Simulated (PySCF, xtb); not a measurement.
C₄H₄ClF, SMILES C(/C(Cl)=C)=C/F.

GFN2-xTB (xtb 6.7.1) at its own geometry gives an orbital gap of 3.36 eV and a dipole moment of 2.98 D.

Geometry: PBE0-D3(BJ)/def2-SVP. The structure was generated by enumeration; whether it is a known compound was not checked. One conformer was computed; it need not be the lowest.

**Question.** What does M06-2X/def2-TZVP run with PySCF give? (An estimate is asked for; the answer gives what the named calculation found.)

**Answer.** gap 7.66 eV (levels -8.04 and -0.38 eV), dipole 2.57 D.
